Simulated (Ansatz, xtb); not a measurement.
# Relative energy of two isomers of BFGeH2O

We compare X, `B[O][Ge][F]`, a singlet, with Y, `F[B]1[O][GeH2]1`, a singlet. Both are isolated molecules in the gas phase, relaxed with r2SCAN-D4/def2-SVP; the shapes shown needn't be the lowest conformers.

X (Å):

```xyz
6

B    -0.8044   -0.9148    2.3000
F    -3.1218    1.6104    3.8462
Ge   -2.5051    1.7037    2.2067
O    -1.5380    0.2084    2.2703
H    -1.3142   -1.9635    1.9637
H     0.3548   -0.8551    2.6544
```

Y (Å):

```xyz
6

B    -2.4006    0.3560    3.1349
F    -3.2645    0.5746    4.0996
Ge   -0.7388   -0.4878    2.4291
O    -2.2544    0.7157    1.8886
H     0.5416    0.3239    2.1779
H    -0.7810   -1.6690    1.4470
```

Energies in hartree; the thermal terms are from r2SCAN-D4/def2-SVP harmonic frequencies (ideal gas, rigid rotor, one conformer each, 298.15 K, 1 atm) and include the zero-point energy:

|  | X | Y |
| --- | --- | --- |
| E, CCSD(T)/def2-TZVP | −2276.550464 | −2276.532696 |
| zero-point energy | 0.026511 | 0.025568 |
| H(298 K) − E | 0.033242 | 0.031337 |
| G(298 K) − E | −0.004090 | −0.002944 |

**Question.** Work out ΔE, ΔE₀, ΔH and ΔG for X → Y in kJ/mol (1 Eh = 2625.50 kJ/mol) and the equilibrium ratio [Y]/[X].

**Answer.** 1. ΔE = −2276.532696 − (−2276.550464) = +0.017768 Eh = +46.65 kJ/mol.
2. ΔE₀ = ΔE + ΔZPE = +0.017768 + (−0.000943) Eh = +44.17 kJ/mol.
3. ΔH = ΔE + (−0.001905) Eh = +41.65 kJ/mol.
4. ΔG = ΔE + (+0.001146) Eh = +49.66 kJ/mol, so ΔS = (ΔH − ΔG)/T = −26.9 J/(mol K).
5. kT = 0.9442 mEh, so K = [Y]/[X] = exp(−ΔG/kT) = exp(−20.03) ≈ 2.0 × 10^−9.

Structure X is favoured at this temperature. An error of 4 kJ/mol in ΔG would change K by a factor of 5. Mirror images and further conformers aren't counted.

As drawn, Y has 1 B–F, 1 B–Ge, 2 Ge–H in place of 1 F–Ge, 2 B–H. Structure X has no ring, Y a 3-membered ring.

Other levels gave ΔE = +23.4 (r2SCAN-D4/def2-SVP); +94.6 (HF/def2-TZVP); +42.6 (MP2/def2-TZVP) kJ/mol. The correlated steps freeze 12 core orbitals; the filled d shell of Ge is correlated, in a basis made for valence electrons. Programs: Ansatz 0.2.0.
